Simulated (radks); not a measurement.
Results of a calculation; reference values are marked as such.
Cl4.5+, configuration [He] 2s1.5 2p6 3s2 3p1 (fractional occupations, a model configuration). Level of theory: scalar-relativistic Kohn-Sham, PBE, spin-unpolarised, spherical densities, point nucleus (a radial shooting solver on a logarithmic mesh with Libxc functionals).

Unscreened Slater integrals over Kohn-Sham orbitals (hartree).

F0(3p,3p): 0.65448
F2(3p,3p): 0.33514
F0(3p,3s): 0.67133
G1(3p,3s): 0.45083
F0(3p,2p): 0.87982
F2(3p,2p): 0.17764
G0(3p,2p): 0.073091
G2(3p,2p): 0.074841
F0(3p,2s): 0.86556
G1(3p,2s): 0.056417
F0(3s,3s): 0.69004
F0(3s,2p): 0.90948
G1(3s,2p): 0.078124
F0(3s,2s): 0.89871
G0(3s,2s): 0.062255
F0(2p,2p): 2.2966
F2(2p,2p): 1.0697
F0(2p,2s): 2.1579
G1(2p,2s): 1.2724
F0(2s,2s): 2.0663

Derived for the open shells (J is the average intra-shell exchange parameter used in DFT+U). 3p: J = F2/5 = 0.06703 hartree.
